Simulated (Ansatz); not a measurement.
Input and output for `[NH2][W](=[O])([OH])=[S]`.

```yaml
crystal:
  periodic: [false, false, false]
  atoms:
    - {symbol: N, position_ang: [-0.715896, 1.156715, 0.497790]}
    - {symbol: W, position_ang: [0.488026, -0.170892, -0.216573]}
    - {symbol: O, position_ang: [1.666667, -0.460045, 0.972042]}
    - {symbol: O, position_ang: [-0.435999, -1.768798, -0.600313]}
    - {symbol: S, position_ang: [1.350063, 0.599280, -2.018975]}
    - {symbol: H, position_ang: [-1.189502, 1.850935, -0.060170]}
    - {symbol: H, position_ang: [-0.792254, 1.351385, 1.484946]}
    - {symbol: H, position_ang: [-0.371104, -2.558569, -0.058738]}
basis:
  gaussian: {orbitals: def2-SVP}
total_charge: 1
magnetization: {spin_polarized: true, initial_magnetization: 1}
hamiltonian: {xc: {name: PBE0}, dispersion: d4}
output: {forces: true}
```

```sh
$ ansatz run in.yaml --threads 4 --pin off --events-out ev --progress --plain --max-ram 10444MiB
```

It prints (some lines left out):

```
Functional definition: PBE0
1029 factors; integrals over basis functions are off by at most 1.2e-3 eV
mean field evaluation 1: about -18246.3411 eV, gradient 7.9e1 eV
mean field evaluation 2: about -18036.9612 eV, gradient 2.1e2 eV
mean field evaluation 4: about -18266.1426 eV, gradient 3.5e1 eV
mean field evaluation 8: about -18271.1972 eV, gradient 4.2e-1 eV
mean field evaluation 16: about -18271.3867 eV, gradient 3.7e-2 eV
mean field evaluation 32: about -18271.3871 eV, gradient 1.5e-3 eV
mean field -18271.38705980 eV, -671.4610896568 hartree, gradient 6.6e-7 eV, S^2 0.761034; 4 other end points of the search recorded, 0 dependent functions left out
reference -18271.38710785 eV, -671.4610914225 hartree; 28, 27 occupied and 79, 80 virtual orbitals, 1029 factors
Total energy: -18271.55884936 eV, -671.4674028065 hartree
Atom 0 at    -0.715896     1.156715     0.497790 Å, force     1.161067    -1.113029    -0.683182 eV/Å
Atom 1 at     0.488026    -0.170892    -0.216573 Å, force    -1.909891    -1.729470     3.766893 eV/Å
Atom 2 at     1.666667    -0.460045     0.972042 Å, force    -0.709912     0.389665    -1.124716 eV/Å
Atom 3 at    -0.435999    -1.768798    -0.600313 Å, force     0.636122     1.591118     0.013107 eV/Å
Atom 4 at     1.350063     0.599280    -2.018975 Å, force     1.480523     1.047970    -2.478532 eV/Å
Atom 5 at    -1.189502     1.850935    -0.060170 Å, force    -0.502071     0.348130    -0.297087 eV/Å
Atom 6 at    -0.792254     1.351385     1.484946 Å, force    -0.047705     0.158051     0.617276 eV/Å
Atom 7 at    -0.371104    -2.558569    -0.058738 Å, force    -0.108134    -0.692436     0.186242 eV/Å
Dipole moment:    -0.430481     0.277258     0.002784 e Å
```

Run time 7.5 s (4 threads of an Arm Neoverse V2 on a shared host); peak host memory 0.42 GiB.
